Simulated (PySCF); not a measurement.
ClH₃Si₂, SMILES [SiH3][Si]Cl (connectivity only; charge and spin as stated), neutral, multiplicity 1.

Geometry: ωB97X-D3(BJ)/def2-TZVP.

All values below come from TDDFT-CAM-B3LYP/def2-SVPD (PySCF).

Vertical excitations. Isolated molecule, no solvent. State labels are in the subgroup Cs.

```csv
state,symmetry,energy (eV),λ (nm),f,main pairs
S1,A",1.87,664,0.003,HOMO→LUMO 101 %
S2,A',4.85,256,0.019,HOMO→LUMO+1 93 %
S3,A",5.17,240,0.008,HOMO−1→LUMO 92 %
S4,A",5.71,217,0.007,"HOMO−3→LUMO 77 %, HOMO−5→LUMO 20 %"
S5,A',5.88,211,0.033,"HOMO−2→LUMO 66 %, HOMO→LUMO+2 19 %, HOMO→LUMO+3 11 %"
S6,A',6.00,207,0.155,"HOMO→LUMO+2 34 %, HOMO→LUMO+3 33 %, HOMO−2→LUMO 25 %, HOMO−4→LUMO 6 %"
S7,A',6.30,197,0.223,"HOMO→LUMO+3 45 %, HOMO→LUMO+2 31 %, HOMO−4→LUMO 10 %, HOMO→LUMO+5 8 %"
S8,A",6.35,195,0.004,"HOMO−5→LUMO 69 %, HOMO−3→LUMO 17 %"
S9,A',6.61,187,0.187,HOMO−4→LUMO 78 %
S10,A",6.75,184,0.025,HOMO→LUMO+4 90 %
T1,A",0.98,1259,0,HOMO→LUMO 97 %
T2,A',3.99,311,0,HOMO→LUMO+1 92 %
T3,A",4.27,291,0,"HOMO−1→LUMO 61 %, HOMO−3→LUMO 31 %"
T4,A',5.09,244,0,"HOMO−2→LUMO 73 %, HOMO−4→LUMO 23 %"
```
Triplets are in the Tamm–Dancoff approximation, which puts them higher than full response would, so one can lie above its singlet here.
